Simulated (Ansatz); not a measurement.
```yaml
atoms:
  - { symbol: Cl, position_ang: [0.0000, 0.0000, -2.0175] }
  - { symbol: Mg, position_ang: [0.0000, 0.0000, 0.0000] }
  - { symbol: Cl, position_ang: [0.0000, 0.0000, 2.0175] }
```

Basis set: cc-pVDZ (spherical functions). Left uncorrelated: 11 orbitals. Charge 0, multiplicity 1.

Computed with Ansatz (development build ahead of 0.2.0); each method stands on the lowest determinant of its kind that the runs found. Restricted open shells among the atoms or ions are ROHF, correlated in semicanonical orbitals with singles.

The atomization energy at this shape (free ground-state atoms in the same class of orbitals less the molecule, no zero-point energy) of singlet MgCl₂:

```tsv
method	atomization energy
RHF-MP2	7.24 eV
```

What does RHF give?

6.10 eV. Caution: the shape is not the minimum.
